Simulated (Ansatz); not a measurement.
MgI₂. The state is a quintet with charge 0. Geometry r2SCAN-D4/def2-TZVP; atoms count from 1.

```xyz
3

Mg    0.000    0.000    0.000
I     0.285    2.247    2.362
I    -0.285   -2.248   -2.362
```

In the def2 sets I takes a core potential; there is no spin–orbit coupling. At PBE0-D4/def2-TZVP a singlet of charge 0 lies 7.99 eV below the quintet, each at its own geometry. The structure comes from a short search, and lower isomers may exist.

Question: Estimate the Mulliken populations from the PBE0/def2-TZVP orbitals of Ansatz.

Answer: 
| atom | charge (e) | spin (α − β) |
| --- | --- | --- |
| Mg1 | -0.18 | 1.91 |
| I2 | 0.09 | 1.05 |
| I3 | 0.09 | 1.05 |
Mulliken values and Mayer orders depend strongly on the basis.

Question: Where does the spin sit?

Answer: Summed by element: Mg 1.91, I 2.09, of 4 unpaired in all. Largest on single atoms: Mg1 1.91, I2 1.05, I3 1.05.
